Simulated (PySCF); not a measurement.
VOF3, SMILES [O]=[V]([F])([F])[F], multiplicity 1. Atoms are numbered in the order given.

```xyz
5

V      0.0000     0.0000    -0.0387
O      0.0000     0.0000    -1.5648
F      1.3985     0.8074     0.4966
F      0.0000    -1.6149     0.4966
F     -1.3985     0.8074     0.4966
```

Geometry optimised at ωB97X-D3(BJ)/def2-SVP. The multiplicity is an assumed one; other spin states were not compared. The isomer is the one that the SMILES or the coordinates give; other isomers of the formula were not compared.

Two levels are set side by side: PBE/pcSseg-1 (PySCF) and HF/pcSseg-1 (PySCF). GIAO shifts against CFCl3 (¹⁹F), H2O (¹⁷O) at the same level; non-relativistic, no solvent, atoms listed together averaged. Differences are taken from unrounded values.

```csv
quantity,PBE
δ(¹⁷O) of O2 (ppm),1149.8
"δ(¹⁹F) of F3, F4, F5 (ppm)",323.1
```

These are the PBE values. What does HF give? (The exact figures need the calculation; the answer reports its results.)


```tsv
quantity	HF	PBE minus HF
δ(¹⁷O) of O2 (ppm)	3048.6	-1898.8
δ(¹⁹F) of F3, F4, F5 (ppm)	239.7	83.4
```

Rough cost on one machine, each run with all the roots and properties that it gave: HF against PBE within a factor of 2.
